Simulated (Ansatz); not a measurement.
Born–Oppenheimer molecular dynamics of GaH₆N (8 atoms, charge 0, multiplicity 1). It starts at the highest image of a converged band, a first-order saddle point between two minima.

The calculation used RKS r2SCAN-D4/def2-SVP (Ansatz).

- ensemble: NVE (velocity Verlet)
- time step: 0.5 fs
- steps asked: 200
- starting velocities drawn for: 100 K
- seed: 6002

First frame:

```xyz
8
Properties=species:S:1:pos:R:3
Ga -0.798 0.334 -0.430
N 1.062 -0.024 0.120
H -1.218 -0.411 -1.730
H -1.387 1.636 0.185
H 0.009 -0.768 0.822
H -0.943 -0.944 0.924
H 1.690 -0.517 -0.511
H 1.586 0.694 0.620
```

(1) How far do the bonds stretch over the last three quarters of this one trajectory? (Pairs bonded in most of those frames.)

Results:

(1) 
| bond | mean (Å) | spread (Å) | shortest | longest |
| --- | --- | --- | --- | --- |
| Ga1–H3 | 1.589 | 0.027 | 1.55 | 1.64 |
| Ga1–H4 | 1.583 | 0.014 | 1.55 | 1.60 |
| Ga1–H6 | 1.581 | 0.052 | 1.49 | 1.67 |
| N2–H5 | 1.040 | 0.071 | 0.92 | 1.16 |
| N2–H7 | 1.026 | 0.027 | 0.97 | 1.10 |
| N2–H8 | 1.031 | 0.044 | 0.95 | 1.13 |

Mean temperature of the second half: 897 K. The conserved energy stayed within 0.8 meV per atom of its start (net change -0.11 meV per atom), so the integration is sound. The system heated up, since it started high on the potential surface and ran downhill. A run of 0.1 ps of so small a system gives no equilibrium averages. The orbitals stay closed-shell, which can raise the energy where a bond breaks towards radicals; this wasn't checked here.

Run time: 6 min on 2 threads of Arm Neoverse V1 (shared host), peak memory 0.15 GiB.
